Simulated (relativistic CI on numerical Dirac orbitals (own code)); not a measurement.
**Zn20+: sensitivity of the levels to the model**

Base calculation: Dirac-Coulomb-Breit CI, separate exchange-only KLI orbitals for each configuration, model QED (radiative potential, 1s self-energy scaled to tabulated hydrogen-like ionisation energies), unscaled Slater integrals.

Configurations in the expansion (outside the closed core 1s2): 2s²2p⁶, 2s²2p⁵3s, 2s²2p⁵3p, 2s²2p⁵3d, 2s2p⁶3s, 2s2p⁶3p, 2s2p⁶3d, 2s²2p⁵4s, 2s²2p⁵4p, 2s²2p⁵4d, 2s²2p⁵4f, 2s2p⁶4s, 2s²2p⁴3s², 2s²2p⁵5s, 2s2p⁶4p, 2s²2p⁵5p, 2s²2p⁵5d, 2s²2p⁵5f, 2s2p⁶4d, 2s²2p⁵5g, 2s²2p⁴3s3p, 2s2p⁶4f, 2s²2p⁴3p², 2s²2p⁴3s3d, 2s²2p⁴3p3d, 2s2p⁵3s², 2s2p⁵3s3p, 2s²2p⁴3d², 2s2p⁶5s, 2s2p⁶5p, 2s2p⁶5d, 2s2p⁶5f, 2s2p⁶5g, 2s2p⁵3p², 2s2p⁵3s3d, 2s2p⁵3p3d. Levels of other configurations are missing.

Variants: (1) valence Slater integrals scaled by 0.9; (2) Breit term removed; (3) non-relativistic limit. Shifts of the energy above 2s²2p⁶ ¹S0, in eV, for the lowest level and the first level of each name with at least 55 % of one term (blank where a level changes its place among those of its configuration and J or its character, or is not in the variant):

```csv
Level,Base,Δ(1),Δ(2),Δ(3)
2s²2p⁶ ¹S0,0.00,0.00,0.00,0.00
2s²2p⁵3s ³P°2,1050.11,+0.13,+0.90,+8.96
2s²2p⁵3s ¹P°1,1052.56,-0.11,+0.88,
2s²2p⁵3s ³P°0,1074.37,+0.14,+1.41,-15.30
2s²2p⁵3s ³P°1,1075.75,-0.02,+1.45,
2s²2p⁵3p ³S1,1088.62,+0.64,+0.76,+2.71
2s²2p⁵3p ³D2,1092.10,+0.05,+0.77,+6.27
2s²2p⁵3p ³D3,1096.25,+0.20,+0.93,+2.12
2s²2p⁵3p ¹P1,1097.17,+0.01,+0.83,
2s²2p⁵3p ³P2,1099.94,-0.18,+0.85,
2s²2p⁵3p ³P0,1109.17,-0.56,+0.93,-6.97
2s²2p⁵3p ³D1,1115.51,+0.11,+1.33,
2s²2p⁵3p ³P1,1121.53,+0.06,+1.36,-19.33
2s²2p⁵3p ¹S0,1135.95,-2.55,+1.08,-8.01
```

At this charge energies of transitions that change n are usually good to better than 1 %, and those within a shell (Δn = 0) to a few per cent.

Ionisation energy from the two ground configurations alone: base 1843.91 eV; Breit term removed 1845.05 eV. The NIST ASD value (semi-empirical) is 1846.8 eV.

LS names give the leading component of a level, which can be under half, so a name can repeat, a term be missing and a line seem to break the LS rules.
